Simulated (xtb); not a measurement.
xtb input (GFN2-xTB):

```bash
xtb mol.xyz --gfn 2 --ohess tight --chrg 0 --uhf 0
```
mol.xyz:
```
11

Si     0.11080851     0.69404017     0.00211390
C     -1.53575835    -0.19020539     0.20628785
C      1.45496784    -0.62945276    -0.11913877
Br     0.49570092     2.00037065     1.71648499
Br     0.05457407     1.83685191    -1.92494613
H     -2.38206962     0.58423357     0.26137659
H     -1.70320650    -0.88012075    -0.70645434
H     -1.53027004    -0.76465200     1.10909283
H      1.23281307    -1.32310492    -0.98196623
H      1.45959032    -1.19134028     0.77157683
H      2.45093467    -0.14032825    -0.24687728
```

End of the output:

```
           -------------------------------------------------
          | TOTAL ENERGY              -17.316026503752 Eh   |
          | TOTAL ENTHALPY            -17.230449125397 Eh   |
          | TOTAL FREE ENERGY         -17.275570501841 Eh   |
          | GRADIENT NORM               0.000411504613 Eh/α |
          | HOMO-LUMO GAP               6.051045727166 eV   |
           -------------------------------------------------

------------------------------------------------------------------------
------------------------------------------------------------------------
 total:
 SCF:
 ANC optimizer:
Note: The following floating-point exceptions are signalling: IEEE_UNDERFLOW_FLAG IEEE_DENORMAL
normal termination of xtb
 analytical hessian:
```
